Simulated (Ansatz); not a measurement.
Consider the redistribution: `C[SiH2]N[SiH2]O` + `[BH2][AlH][O][SiH3]` → `[BH2][AlH][O][SiH2]C` + `O[SiH2]N[SiH3]`.

Isolated molecules relaxed with PBE0-D4/def2-TZVP in Ansatz; ΔE leaves out vibrations. CCSD(T)/CBS adds triple-zeta CCSD(T) − MP2 to the extrapolated MP2 energy (def2 sets, frozen cores). Each species was taken in one conformer, which may not be the lowest.

```csv
level,ΔE (kJ/mol)
CCSD(T)/def2-TZVPP,-1.0
SCS-MP2/def2-QZVPP,-0.7
```

What does CCSD(T)/CBS give? (Estimate.)

Ansatz gave: -1.2 kJ/mol. The listed levels differ from it by 0.2, 0.5 kJ/mol.

Largest T1 diagnostic among the species: 0.012.
